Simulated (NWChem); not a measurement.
Basis-set convergence for H2AlClO2

SMILES: [OH][Al]([Cl])[OH]
```xyz
6

Al    -0.3354     0.2461     0.0000
Cl     1.3688    -0.9765     0.0000
O     -0.0954     1.9198     0.0000
H     -0.7996     2.5742     0.0000
O     -1.9025    -0.3995     0.0000
H     -2.1271    -1.3341     0.0000
```
Charge 0, spin multiplicity 1.

All runs are NWChem calculations. The geometry was optimised at B3LYP/def2-SVP, a minimum by its harmonic frequencies. It is one conformer; others weren't searched.

Quantity: dipole moment at the level B3LYP.

B3LYP has NWChem's definition, with VWN1-RPA local correlation. The Pople sets run with spherical d functions. The structure started from a generated list of species.

```tsv
basis	functions	dipole moment (D)
STO-3G	30	3.27
3-21G	48	3.07
cc-pVDZ	74	1.99
def2-SVP	74	2.01
6-311++G**	118	2.02
aug-cc-pVDZ	118	1.79
def2-TZVP	148	1.86
pcseg-2	156	1.95
def2-TZVPP	174	1.83
def2-TZVPD	187	1.79
```

Smallest basis within 0.03 D of def2-TZVPD, the largest set run: aug-cc-pVDZ, with 118 functions against 187 and about 20 % of the time. def2-TZVPD isn't the basis-set limit itself, and a small set can land close by cancellation.
